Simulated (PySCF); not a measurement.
PySCF job for CH3Cl2Si, SMILES C[Si](Cl)Cl (connectivity only; charge and spin as stated), charge +1, multiplicity 1, B3LYP/pcSseg-1. Coordinates come from a B3LYP-D3(BJ)/def2-SVP optimisation. The multiplicity is an assumed one; other spin states were not compared. The isomer is the one that the SMILES or the coordinates give; other isomers of the formula were not compared.

```python
import numpy as np
from pyscf import gto, scf, dft
from pyscf.prop.nmr import rks as nmr

mol = gto.M(
    atom='''
    C    -2.08474304   -0.49222542   -0.02845292
    Si   -0.30562716   -0.07886076   -0.00763628
    Cl    1.10898713   -1.47227230   -0.01997073
    Cl    0.31021540    1.80892726    0.04072277
    H    -2.53365621   -0.15119830    0.92248591
    H    -2.23197703   -1.57592633   -0.14832452
    H    -2.57357157    0.06139335   -0.84932090
    ''',
    basis='pcSseg-1',
    charge=1,
    spin=0,
    max_memory=1600,
    verbose=3,
)
mf = dft.RKS(mol, xc='b3lyp')
mf.grids.level = 3
mf.conv_tol = 1e-10
mf.max_cycle = 100
mf.kernel()
n = nmr.NMR(mf)
n.verbose = 2
n.max_cycle_cphf = 60
sigma = n.kernel()
print('atom   isotropic/ppm   span/ppm')
for i, s in enumerate(sigma):
    w = np.linalg.eigvalsh((s + s.T) / 2)
    print(f'{mol.atom_symbol(i):2s}{i + 1:3d} {w.mean():14.3f} {w[2] - w[0]:11.3f}')
```

It prints:

```
converged SCF energy = -1249.59404249218
atom   isotropic/ppm   span/ppm
C   1        162.424      46.472
Si  2        138.194     168.553
Cl  3        565.951     515.320
Cl  4        577.640     504.779
H   5         28.667      10.530
H   6         28.897      11.599
H   7         28.705      10.753
```

The calculation finished and met its thresholds.

Cost: roughly 29 core-seconds.
